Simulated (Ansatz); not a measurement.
Geometry optimisation, UKS PBE-D4/def2-SVP in Ansatz 0.2.0.

input.yaml

```yaml
crystal:
  periodic: [false, false, false]
  atoms:
    - { symbol: C, position_ang: [-0.2186, 0.4245, 1.3293] }
    - { symbol: C, position_ang: [0.5726, -0.0624, 0.4297] }
    - { symbol: F, position_ang: [1.8188, -0.3478, 0.7841] }
    - { symbol: Al, position_ang: [0.0851, -0.4253, -1.4272] }
    - { symbol: Cl, position_ang: [-2.0528, 0.012, -2.0844] }
    - { symbol: H, position_ang: [0.0637, 0.6843, 2.3303] }
    - { symbol: H, position_ang: [-0.45724, 0.29472, 0.42849] }
    - { symbol: H, position_ang: [1.0867, -1.0529, -2.4657] }
magnetization:
  spin_polarized: true
basis:
  gaussian: { orbitals: def2-SVP }
hamiltonian:
  xc: pbe
  dispersion: d4
relax:
  f_tol: 0.02
  max_steps: 50
```

Command:

```bash
$ ansatz run input.yaml --threads 2 --pin off --max-ram 3072MiB --backend cpu --events-out ev --progress --plain --runs-dir out
```

Question: Where does it end, and by what steps?

Answer: The forces met the threshold. After 10 steps the energy has fallen by 5.327 eV; H7 moved furthest, 0.99 Å. The start is strongly strained (largest force component 12 eV/Å), so its close contacts needn't be bonds. Parted: C2–H7.

```
step  energy less start (eV)  largest force component (eV/Å)  accepted
   0                  0.0000                          11.834       yes
   1                 -2.1883                           6.815       yes
   2                 -3.4819                           3.481       yes
   3                 -4.3966                           3.064       yes
   4                 -4.9681                           1.703       yes
   5                 -5.1646                           1.609       yes
   6                 -5.3035                           0.763       yes
   7                 -5.3242                           0.217       yes
   8                 -5.3259                           0.104       yes
   9                 -5.3266                           0.079       yes
  10                 -5.3273                           0.014       yes
```

```xyz
8
Properties=species:S:1:pos:R:3
C -0.178 0.429 1.248
C 0.657 -0.111 0.338
F 1.936 -0.415 0.710
Al 0.185 -0.510 -1.528
Cl -1.805 -0.034 -2.083
H 0.140 0.633 2.284
H -1.209 0.676 0.954
H 1.172 -1.142 -2.598
```

Run time: 35 s on 2 threads of Arm Neoverse V1, on a shared host, peak memory 0.17 GiB.
